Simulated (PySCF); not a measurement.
# Two-dimensional NMR puzzle

Compound of formula C₅H₁₀OSi. Correlations simulated from computed shifts and the bond graph:

HSQC (one-bond C–H):
```tsv
δH	δC
3.76	53.9
2.01	5.1
1.91	4.9
```

COSY cross peaks (H two or three bonds apart, from the bond graph; peaks can be absent where the dihedral angle is near 90°):
```tsv
δH	δH
4.79	2.01
```

HMBC (two and three bonds, from the bond graph):
```tsv
δH	δC
4.79	78.9, 53.9, 5.1
2.01	80.2, 78.9
1.91	80.2, 78.9
```

Carbons without hydrogens: δ 80.2, 78.9.

PySCF 2.14.0 with density-fitted response routines calculation with PBE0/pcSseg-1 with gauge-including orbitals and structure optimised with GFN2-xTB; no relativistic terms, one averaged value for each set of equivalent atoms, isolated molecule, single conformer.

References, each an isolated molecule treated in the same way: TMS for 1H and 13C.

Exchangeable hydrogens are left out of these lists.

**Question.** Assemble the structure.

**Answer.** `CC#CC[SiH2]OC`.

Structure with atom numbers: `[CH3:1][C:2]#[C:3][CH2:4][SiH2:5][O:6][CH3:7]`. Each H is labelled by its parent atom.

δC 80.2 is C2, an alkyne carbon. δC 78.9 is C3, an alkyne carbon. δC 53.9 is C7, a methyl carbon bonded to O (δH 3.76). δC 5.1 is C4, a propargylic sp3 CH2 bonded to Si (δH 2.01). δC 4.9 is C1, a propargylic methyl carbon (δH 1.91). HMBC from δH 4.79 reaches the proton-free carbon C3. HMBC from δH 2.01 reaches the proton-free carbons C2, C3. HMBC from δH 1.91 reaches the proton-free carbons C2, C3. COSY links 4.79–2.01.

The data come from this structure; uniqueness wasn't tested.

Shifts are as computed. Against solution values, carbons near 30 ppm lie about +3 ppm off and those near 130 ppm about +5 ppm. Of 1211 compounds with measured shifts, 218 miss one by over three times the rms of a fit or turn the order of signals round; such compounds aren't used in these exercises.
